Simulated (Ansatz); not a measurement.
Reaction (cleavage of the Si–Si bond): `CO[SiH2][SiH](O)F` + `S[SiH2]Cl` → `CO[SiH2]S[SiH2]Cl` + `O[SiH2]F`

Program: Ansatz. Geometries: PBE0-D4/def2-TZVP. ΔE: electronic, gas phase. CCSD(T)/CBS adds triple-zeta CCSD(T) − MP2 to the extrapolated MP2 energy (def2 sets, frozen cores). Functionals use def2-TZVPP. One conformer a species, not always the lowest.

Problem. Is it downhill or uphill in electronic energy at CCSD(T)/CBS, and by how much? (Estimate.)

Solution. Ansatz gave: Downhill: ΔE = -22.5 kcal/mol.

Problem. What do these levels give: r2SCAN-D4, PBE0-D4, ωB97X-V, B2PLYP, PBE, PBE0, HF/def2-TZVPP, MP2/def2-TZVPP, CCSD/def2-TZVPP, SCS-MP2/def2-QZVPP, HF/CBS(def2), MP2/CBS(def2)? (Estimate.)

Solution. Ansatz gave: r2SCAN-D4 -21.7, PBE0-D4 -20.5, ωB97X-V -21.0, B2PLYP -20.9, PBE -17.4, PBE0 -18.8, HF/def2-TZVPP -20.8, MP2/def2-TZVPP -25.1, CCSD/def2-TZVPP -21.4, SCS-MP2/def2-QZVPP -23.9, HF/CBS(def2) -20.8, MP2/CBS(def2) -25.6 kcal/mol.

Largest T1 diagnostic among the species: 0.012.

From PBE to PBE0 (25 % exact exchange), in def2-TZVPP and without D4, ΔE moves by −1.5 kcal/mol. In def2-TZVPP, CCSD(T) changes the Hartree–Fock value by −1.2 kcal/mol (the triples alone add −0.6 kcal/mol) and MP2 by −4.3 kcal/mol. The D4 term adds −3.0 kcal/mol with B3LYP and −1.7 kcal/mol with PBE0; it sums over pairs of atoms, weighted by their polarisabilities, and B3LYP, whose exchange is more repulsive, gets the larger term.

B3LYP here is the variant with VWN-RPA as its local correlation; programs differ in this.
